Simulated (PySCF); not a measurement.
## Excitation energy of Ir⁺ by level of theory

Ir⁺ [Xe] 4f14 5d7 6s1 (5F) → Ir⁺ [Xe] 4f14 5d6 6s2 (5D), as a difference of total energies. All numbers are calculated (PySCF 2.14, a scalar-relativistic core potential, in aug-cc-pwCVTZ-PP with ECP60MDF (8s8p7d4f3g, 122 functions)). Correlated levels: valence: 5s2 5p6 frozen; valence and next inner shell: nothing frozen outside the core potential. The calculations carry no spin-orbit coupling.

```tsv
method	excitation energy (cm⁻¹)
UHF	19200
LDA	15754
PBE	18099
PBE0	19027
r2SCAN	19118
HSE06	18752
MN15	16000
BHandHLYP	17803
MP2 (valence)	18012
SCS-MP2 (valence)	17907
MP2 (valence and next inner shell)	14785
SCS-MP2 (valence and next inner shell)	14539
```
